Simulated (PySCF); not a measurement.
# Excited states of `CN(C)/C1=C/CC/C=C\CC1`, C10H17N

The calculation used TDA BHandHLYP/def2-SVP excited states, vertical, gas phase (PySCF). Geometry: GFN2-xTB.

Input:
```
{"job": {"kind": "states", "xc": "BHandHLYP", "basis": "def2-SVP", "tda": true, "soc": true, "nstates": 5, "ntriplets": 5, "nquad": 4}, "charge": 0, "multiplicity": 1}
C     -2.410517    -1.073007     0.193953
N     -1.884508     0.142893    -0.387718
C     -2.677090     1.297623    -0.040452
C     -0.491383     0.290259    -0.431855
C      0.144489     1.389460    -0.014982
C      1.607445     1.698399    -0.181659
C      2.580731     0.585779     0.277389
C      2.000832    -0.220073     1.394471
C      1.234755    -1.283711     1.209884
C      0.868568    -1.860593    -0.128533
C      0.248668    -0.836591    -1.108331
H     -1.876254    -1.939307    -0.182007
H     -3.460860    -1.172392    -0.084886
H     -2.342309    -1.069733     1.291444
H     -2.350566     2.149862    -0.633624
H     -3.718015     1.082728    -0.286045
H     -2.622217     1.560138     1.025608
H     -0.413908     2.168795     0.479875
H      1.821394     1.933893    -1.230414
H      1.817714     2.599142     0.398031
H      3.514291     1.052373     0.599640
H      2.815523    -0.074686    -0.557341
H      2.199119     0.130605     2.397986
H      0.835136    -1.803528     2.070460
H      1.762162    -2.290050    -0.593774
H      0.170915    -2.684311     0.032219
H     -0.430131    -1.354046    -1.788898
H      1.035115    -0.392564    -1.717436
```
Coordinates are in Å.

Command: `OMP_NUM_THREADS=1 python excited_run.py task.json out`

Question: Show the output.

Answer: H and L stand for HOMO and LUMO.
```
coarse grid: 22464 points
cycle   1  E = -445.2652439028  dE =  1.849e+00  |g| = 3.986e-01  |ddm| = 5.463e+00
cycle   2  E = -445.2991035470  dE = -3.386e-02  |g| = 2.636e-01  |ddm| = 8.598e-01
cycle   3  E = -445.3152748085  dE = -1.617e-02  |g| = 9.324e-02  |ddm| = 4.702e-01
cycle   4  E = -445.3171701552  dE = -1.895e-03  |g| = 4.103e-02  |ddm| = 1.498e-01
cycle   5  E = -445.3175878049  dE = -4.176e-04  |g| = 5.250e-03  |ddm| = 5.209e-02
cycle   6  E = -445.3175948668  dE = -7.062e-06  |g| = 1.449e-03  |ddm| = 1.103e-02
final grid: 214400 points
cycle   7  E = -445.3789620208  dE = -5.110e-05  |g| = 3.945e-03  |ddm| = 4.227e-02
cycle   8  E = -445.3789631560  dE = -1.135e-06  |g| = 3.484e-03  |ddm| = 9.726e-03
cycle   9  E = -445.3789662753  dE = -3.119e-06  |g| = 5.341e-04  |ddm| = 4.637e-03
cycle  10  E = -445.3789663318  dE = -5.651e-08  |g| = 2.678e-04  |ddm| = 9.193e-04
cycle  11  E = -445.3789663499  dE = -1.807e-08  |g| = 5.103e-05  |ddm| = 3.528e-04
cycle  12  E = -445.3789663506  dE = -7.119e-10  |g| = 1.729e-05  |ddm| = 1.073e-04
converged SCF energy = -445.3789663506

Singlet excitations
state   eV       nm        f     d(h-e)  d(exc)  Lambda  PR(NTO)  |dmu|/D   mu/D   main configurations
  1   5.8490   212.0   0.03663   1.871   3.552   0.539   1.038    6.268    6.579   H->L 0.97
  2   6.4158   193.2   0.06226   0.923   3.522   0.564   1.140    2.880    3.190   H->L+1 0.88
  3   6.7056   184.9   0.09602   0.499   3.437   0.634   1.229    1.494    1.960   H->L+2 0.82
  4   7.0252   176.5   0.02028   2.263   3.872   0.311   1.019    7.995    8.464   H->L+3 0.91
  5   7.2631   170.7   0.00176   1.008   3.776   0.367   1.139                     H->L+4 0.69, H->L+5 0.14

Triplet excitations (Tamm-Dancoff)
state   eV     d(h-e)  d(exc)  Lambda  PR(NTO)   main configurations
  1   3.8662   0.220   2.372   0.573   1.110   H->L 0.33, H->L+2 0.29, H->L+1 0.18
  2   4.0714   0.063   2.137   0.679   1.153   H-1->L 0.59, H-1->L+1 0.12
  3   6.0710   2.394   3.700   0.579   1.044   H->L 0.59, H->L+1 0.13, H->L+2 0.11
  4   6.4313   0.513   3.710   0.563   1.076   H->L+1 0.51, H->L+2 0.32, H->L+4 0.09
  5   6.8873   1.932   3.675   0.334   1.170   H->L+3 0.75
S1 - T1 = 1.9828 eV

Spin-orbit couplings |<S|Hso|T>| (cm-1)
             T1       T2       T3       T4       T5
S0        0.401    0.240    0.800    2.466    1.770
S1        0.182    0.558    0.650    0.743    0.121
S2        1.288    0.526    0.506    0.876    0.508
S3        0.209    0.599    0.926    0.827    0.639
S4        0.620    0.356    0.452    0.323    0.220
S5        0.609    0.683    0.350    0.266    1.209
T1 sublevels (cm-1): 0.000 0.000 0.000   radiative rates (1/s): 0.0293 0.111 0.0738
```

States above about 6.3 eV lie in this functional's continuum (it starts at minus the energy of the highest occupied orbital, well below the true ionisation energy for most functionals) and depend on the basis.

It took 110 s wall time on 1 thread of an Arm Neoverse V2, shared host, peak memory 0.94 GiB.
